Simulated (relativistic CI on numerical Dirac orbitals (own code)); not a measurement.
Ligand-field terms of d8

Computed with a parametric ligand-field model of a d^n configuration (Racah B and C, spin-orbit zeta, crystal field), exact diagonalisation.

Field parameters in Wybourne normalisation: Oh B⁴₀ = 21Dq, B⁴₄ = √(5/14) B⁴₀; Td as Oh with Dq negative (B⁴₀ = 21Dq, B⁴₄ = √(5/14) B⁴₀). The field is a parameter set, without covalency.

(1) Lowest levels for B = 310, C = 1280, ζ = 770 cm⁻¹, Td, 10Dq = -6100 cm⁻¹?

(2) Lowest levels for B = 420, C = 1620, ζ = 780 cm⁻¹, Oh, 10Dq = 26600 cm⁻¹?

(3) Lowest levels for B = 690, C = 2790, ζ = 1800 cm⁻¹, Td, 10Dq = -9200 cm⁻¹?

(4) Lowest levels for B = 950, C = 4720, ζ = 630 cm⁻¹, Td, 10Dq = -7450 cm⁻¹?

(5) Lowest levels for B = 920, C = 3830, ζ = 610 cm⁻¹, Oh, 10Dq = 3950 cm⁻¹?

## Answers

(1) A1 0 (S 1.00), T1 474 (S 1.00), E 1208 (S 0.98), T2 1415 (S 0.99), T2 5031 (S 0.41), E 5653 (S 0.16), T1 6519 (S 1.00), E 6686 (S 0.98), A2 7041 (S 1.00) cm⁻¹, with S from ⟨S²⟩ = S(S + 1). The ground level has 3.94 electrons in the cubic e pair.

(2) T2 0 (S 1.00), E 6541 (S 0.01), A1 12539 (S 0.01), E 26362 (S 1.00), T1 26388 (S 1.00), T2 26804 (S 1.00), A2 27053 (S 1.00), T2 31269 (S 0.97), E 31418 (S 1.00) cm⁻¹, with S from ⟨S²⟩ = S(S + 1). The ground level has 2.00 electrons in the cubic e pair.

(3) A1 0 (S 1.00), T1 1020 (S 1.00), E 2525 (S 0.98), T2 3310 (S 0.99), T2 9214 (S 0.75), T1 10674 (S 1.00), E 10944 (S 0.88), A2 11769 (S 1.00), E 12832 (S 0.43) cm⁻¹, with S from ⟨S²⟩ = S(S + 1). The ground level has 3.92 electrons in the cubic e pair.

(4) A1 0 (S 1.00), T1 408 (S 1.00), E 1168 (S 1.00), T2 1299 (S 1.00), T1 7239 (S 1.00), E 7341 (S 1.00), T2 7384 (S 0.99), A2 7664 (S 1.00), T2 14808 (S 0.97) cm⁻¹, with S from ⟨S²⟩ = S(S + 1). The ground level has 3.90 electrons in the cubic e pair.

(5) T2 0 (S 1.00), E 3686 (S 1.00), T1 3855 (S 1.00), T2 4331 (S 1.00), A2 4447 (S 1.00), A1 6172 (S 1.00), T1 6758 (S 1.00), T2 7611 (S 1.00), E 7674 (S 0.99) cm⁻¹, with S from ⟨S²⟩ = S(S + 1). The ground level has 2.04 electrons in the cubic e pair.
